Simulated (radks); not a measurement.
Valence configurations of S+ (all share [Ne]). All-electron calculation, scalar-relativistic Kohn-Sham, PBE, spin-polarised, spherical densities, finite nucleus; open shells are filled with parallel spins first; Fermi nuclear charge, rms radius 3.2611 fm. Program: a radial shooting solver on a logarithmic mesh with Libxc functionals. Order these by energy: 3s1.5 3p3.5; 3s1 3p4; 3s2 3p3; 3p5; 3s0.5 3p4.5.

Answer. From the lowest, in eV above it: 3s2 3p3 0.000; 3s1.5 3p3.5 5.368; 3s1 3p4 10.739; 3s0.5 3p4.5 17.637; 3p5 23.967. NIST lists [Ne] 3s2 3p3 as the ground configuration; this level of theory agrees among the configurations tried. The energies are those of spherical high-spin densities, not of single terms.
